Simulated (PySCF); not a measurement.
H9Si4, SMILES [SiH3][SiH]([SiH2])[SiH3] (connectivity only; charge and spin as stated), charge +1, multiplicity 1.

Geometry optimised at B3LYP-D3(BJ)/def2-SVP. The spin state was assumed, not searched. The isomer is the one that the SMILES or the coordinates give; other isomers of the formula were not compared.

Two levels are set side by side: TDDFT-PBE/def2-SVPD (PySCF) and TDDFT-PBE0/def2-SVPD (PySCF). Vertical, same geometry. The lowest singlet is HOMO−1→LUMO 64 %, HOMO→LUMO 32 % with PBE and HOMO→LUMO 49 %, HOMO−1→LUMO 48 % with the other functional; states are paired by order. Differences are taken from unrounded values.

```csv
quantity,TDDFT-PBE0
lowest singlet excitation (eV),3.31
lowest triplet excitation (TDA) (eV),2.32
first bright state (f over 0.05) (eV),3.31
its oscillator strength,0.06
```

**Question.** What does TDDFT-PBE give, and how far is it from TDDFT-PBE0? (Estimate from the structure and the level; the computed values follow.)

**Answer.** 
| quantity | TDDFT-PBE | TDDFT-PBE minus TDDFT-PBE0 |
|---|---|---|
| lowest singlet excitation (eV) | 2.92 | -0.39 |
| lowest triplet excitation (TDA) (eV) | 2.00 | -0.32 |
| first bright state (f over 0.05) (eV) | 3.78 | 0.47 |
| its oscillator strength | 0.07 | 0.02 |

Functionals without exact exchange tend to place singlet excitations lower, as here. Differences between two approximate levels are no errors against the true value.

Rough cost on one machine, each run with all the roots and properties that it gave: TDDFT-PBE0 against TDDFT-PBE about 3 times.
